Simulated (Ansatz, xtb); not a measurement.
**Two isomers of C5H7F3O**

Structure I is `CC/C(F)=C(\O)C(F)F`, a singlet and structure II is `CC[C@@H](F)C(=O)C(F)F`, a singlet. Both are isolated molecules in the gas phase, relaxed with B3LYP-D3(BJ)/def2-SVP; each stands in its lowest conformer found.

I (Å):

| atom | x (Å) | y (Å) | z (Å) |
| --- | --- | --- | --- |
| C | -1.2407 | -0.0741 | -0.7198 |
| C | -0.9109 | 1.4141 | -0.5394 |
| C | -0.0957 | 1.6828 | 0.6755 |
| C | 1.1624 | 2.1464 | 0.7314 |
| C | 1.8871 | 2.3505 | 2.0257 |
| F | -0.7095 | 1.3649 | 1.8420 |
| F | 2.8081 | 1.3731 | 2.2425 |
| F | 2.5920 | 3.5287 | 1.9295 |
| O | 1.8699 | 2.4134 | -0.4032 |
| H | -1.8796 | -0.2274 | -1.6028 |
| H | -0.3223 | -0.6668 | -0.8519 |
| H | -1.7741 | -0.4658 | 0.1595 |
| H | -1.8492 | 1.9926 | -0.4590 |
| H | -0.3594 | 1.8025 | -1.4075 |
| H | 2.5288 | 3.0906 | -0.1856 |
| H | 1.2150 | 2.4071 | 2.8935 |

II (Å):

```xyz
16

C    -1.4770    1.5528    1.1984
C    -0.7219    0.5122    0.3758
C    -1.5926   -0.1219   -0.7042
C    -0.8244   -1.1729   -1.4935
C    -0.2633   -0.7165   -2.8569
F    -2.0575    0.8537   -1.5805
F     0.5836    0.3280   -2.6237
F     0.4280   -1.7173   -3.4252
O    -0.6290   -2.2799   -1.0669
H    -0.8162    2.0120    1.9489
H    -2.3306    1.1005    1.7291
H    -1.8662    2.3523    0.5508
H    -0.3493   -0.3059    1.0139
H     0.1546    0.9637   -0.1162
H    -2.4698   -0.6170   -0.2518
H    -1.0568   -0.3755   -3.5434
```

**Question.** Estimate E(II) − E(I) at the level CCSD(T)/def2-SVP + ΔMP2/def2-TZVPP.

**Answer.** Calculated at CCSD(T)/def2-SVP + ΔMP2/def2-TZVPP: E(II) − E(I) = −6.0 kcal/mol, so structure II lies lower.

How the difference moves with the method:

```json
{"level": "B3LYP-D3(BJ)/def2-SVP", "geometry": "B3LYP-D3(BJ)/def2-SVP", "E(II) − E(I) (kcal/mol)": "−6.2", "departure from the last row (kcal/mol)": "−0.2", "job, with rough time for the two": "optimisation, 2.7 min"}
{"level": "HF/def2-SVP", "geometry": "B3LYP-D3(BJ)/def2-SVP", "E(II) − E(I) (kcal/mol)": "−10.4", "departure from the last row (kcal/mol)": "−4.4", "job, with rough time for the two": "part of the CCSD(T) run"}
{"level": "MP2/def2-SVP", "geometry": "B3LYP-D3(BJ)/def2-SVP", "E(II) − E(I) (kcal/mol)": "−8.8", "departure from the last row (kcal/mol)": "−2.8", "job, with rough time for the two": "part of the CCSD(T) run"}
{"level": "CCSD(T)/def2-SVP", "geometry": "B3LYP-D3(BJ)/def2-SVP", "E(II) − E(I) (kcal/mol)": "−8.9", "departure from the last row (kcal/mol)": "−2.9", "job, with rough time for the two": "single point"}
{"level": "CCSD(T)/def2-SVP + ΔMP2/def2-TZVPP", "geometry": "B3LYP-D3(BJ)/def2-SVP", "E(II) − E(I) (kcal/mol)": "−6.0", "departure from the last row (kcal/mol)": "", "job, with rough time for the two": "single point, 8.9 min"}
```

As drawn, II has 1 C–C, 1 C=O, 1 C–H in place of 1 C=C, 1 C–O, 1 O–H.

None of the levels shown reverses the order. The largest departure from CCSD(T)/def2-SVP + ΔMP2/def2-TZVPP is that of HF/def2-SVP, 4.4 kcal/mol. Levels run at GFN2-xTB geometries aren't shown. The last row adds to CCSD(T) the change of the MP2 difference between the two basis sets, here +2.9 kcal/mol.

With thermal terms from frequencies at re-optimised GFN2-xTB minima (ideal gas, soft modes damped towards free rotors, one conformer each, 298.15 K, 1 atm): the zero-point term adds +0.3 kcal/mol; ΔH is −5.9 and ΔG −5.6 kcal/mol.

The correlated steps freeze 9 core orbitals. Mirror images aren't counted in ΔG. Run with Ansatz 0.2.0, xtb 6.7.1; the last row on 2 threads of Arm Neoverse V1 on a shared host.
